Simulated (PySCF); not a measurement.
[Tm(H2O)]3+ at several levels of theory

Computed with PySCF 2.14.0 (density fitting, no spin-orbit coupling) at the geometry relaxed with PBE0:

```xyz
4
[Tm(H2O)]3+ (singlet in the valence; each metal's 4f electrons, 12 of them, lie in its core potential, out of spins and levels)
Tm    0.0000    0.0000   -0.0508
O     0.0000    0.0000    2.0813
H     0.7813    0.0000    2.7127
H    -0.7813    0.0000    2.7127
```

```
    level                                              basis    state  HOMO (eV)  gap (eV)  charge on Tm1 (e)  population of f-type functions on Tm1 (polarisation alone where 4f lies in the core)  dipole about the centre of mass (D)  largest force component (eV/Å)
     PBE0  Tm lcecp-1-SVP with ECP58, O def2-SVP, H def2-SVP  singlet     -28.54      7.74               2.54                                                                                  0.02                                 3.44                            0.00
     BLYP                                           the same  singlet     -26.80      4.84               2.47                                                                                  0.02                                 3.83                            0.48
CAM-B3LYP                                           the same  singlet     -30.00     10.10               2.53                                                                                  0.02                                 3.39                            0.13
```

In the lcecp rows the 4f levels are missing from HOMO and gap, and the state counts the valence alone.

Charges are Mulliken's, which hang on the basis. The relaxation used the grid (50, 194), these runs (75, 302) or, all-electron (x2c bases, spin-free X2C Hamiltonian), (99, 590).

Task: What does PBE0 with Tm lcecp-1-TZVP with ECP58, O def2-TZVP, H def2-TZVP give here?

Result: state singlet, HOMO (eV) -28.51, gap (eV) 7.73, charge on Tm1 (e) 2.63, population of f-type functions on Tm1 (polarisation alone where 4f lies in the core) 0.02, dipole about the centre of mass (D) 3.51, largest force component (eV/Å) 0.34. Time: 6.3 s on 2 threads of Intel(R) Xeon(R) Platinum 8259CL CPU @ 2.50GHz (Skylake/Cascade Lake), on a shared host, from free ions and atoms.

In the first row's basis the gap widens with exact exchange: 4.8 eV for BLYP (none); 7.7 eV for PBE0 (a fixed share); 10.1 eV for CAM-B3LYP (rising or full at long range).

An lcecp potential fixes the number of 4f electrons, so in runs with it no electron can move into or out of that shell.
